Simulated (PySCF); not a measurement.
**Electron correlation in Ta²⁺ (tantalum, charge +2)**

[Xe] 4f14 5d2 6s1, 6s spin antiparallel (an excited configuration). Computed with PySCF 2.14 in aug-cc-pwCVDZ-PP with ECP60MDF (6s6p5d3f, 70 functions), with a scalar-relativistic core potential. Frozen: 5s2 5p6; 3 electrons correlated.

MP2 pair energies summed by pair of shells (mhartree):

```
 pair  energy  share (%)
5d-6s  -16.96       84.6
5d-5d   -3.09       15.4
```

Total MP2 correlation energy: -20.05 mhartree.

Same-spin part -3.09 and opposite-spin part -16.96 mhartree; SCS-MP2 scales them by 1/3 and 6/5 to -21.38 mhartree.
